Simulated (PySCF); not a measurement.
Gas-phase reaction: 2 TaCl3NH + 4 HCl → 2 TaCl5 + N2H2 + 2 H2

Energies from PySCF (xtb for GFN2), thermal terms from the rigid-rotor harmonic-oscillator model, ideal gas at 1 bar. † marks an energy on the PBE0/def2-TZVP geometry and frequencies; other levels use their own. MP2 and CCSD(T) freeze the core. All species are closed-shell singlets. Ta: scalar-relativistic def2 core potential, no spin-orbit coupling. TaCl3NH: computed as isolated molecules; such fragments, hydroxides, amides, oligomers or adducts are transient or little studied in the gas. MP2 isn't extrapolated to the basis-set limit; its ΔH°(298 K) is 84.0 kJ in def2-SVP and 73.3 kJ in def2-TZVPP. CCSD(T) isn't extrapolated to the basis-set limit. The harmonic model lacks anharmonicity and excited electronic states, which grow with temperature; levels with a mode under 35 cm⁻¹ are left out. Soft modes under 120 cm⁻¹ make the harmonic entropy rough for TaCl3NH, TaCl5.

```json
[
 {"level": "CCSD(T)/def2-SVP†", "ΔE electronic, kJ": "46", "ΔH°(298 K), kJ": "45", "ΔS°(298 K), J/K": "-191", "ΔG°(800 K), kJ": "195"},
 {"level": "GFN2-xTB", "ΔE electronic, kJ": "-262", "ΔH°(298 K), kJ": "-263", "ΔS°(298 K), J/K": "-178", "ΔG°(800 K), kJ": "-125"},
 {"level": "HF/def2-TZVP†", "ΔE electronic, kJ": "72", "ΔH°(298 K), kJ": "71", "ΔS°(298 K), J/K": "-191", "ΔG°(800 K), kJ": "220"},
 {"level": "M06-2X/def2-TZVP†", "ΔE electronic, kJ": "19", "ΔH°(298 K), kJ": "18", "ΔS°(298 K), J/K": "-191", "ΔG°(800 K), kJ": "168"},
 {"level": "MP2/def2-SVP†", "ΔE electronic, kJ": "85", "ΔH°(298 K), kJ": "84", "ΔS°(298 K), J/K": "-191", "ΔG°(800 K), kJ": "234"},
 {"level": "PBE/def2-SVP", "ΔE electronic, kJ": "-36", "ΔH°(298 K), kJ": "-38", "ΔS°(298 K), J/K": "-191", "ΔG°(800 K), kJ": "112"},
 {"level": "PBE/def2-TZVP†", "ΔE electronic, kJ": "-4", "ΔH°(298 K), kJ": "-5", "ΔS°(298 K), J/K": "-191", "ΔG°(800 K), kJ": "145"},
 {"level": "PBE0/def2-QZVP†", "ΔE electronic, kJ": "30", "ΔH°(298 K), kJ": "29", "ΔS°(298 K), J/K": "-191", "ΔG°(800 K), kJ": "179"},
 {"level": "PBE0/def2-SVP†", "ΔE electronic, kJ": "1", "ΔH°(298 K), kJ": "1", "ΔS°(298 K), J/K": "-191", "ΔG°(800 K), kJ": "150"},
 {"level": "LDA/def2-TZVP†", "ΔE electronic, kJ": "-37", "ΔH°(298 K), kJ": "-38", "ΔS°(298 K), J/K": "-191", "ΔG°(800 K), kJ": "112"},
 {"level": "ωB97M-V/def2-TZVP†", "ΔE electronic, kJ": "9", "ΔH°(298 K), kJ": "9", "ΔS°(298 K), J/K": "-191", "ΔG°(800 K), kJ": "158"}
]
```
ΔH° is lowest at GFN2-xTB and highest at MP2/def2-SVP†. No reference value is set beside these.
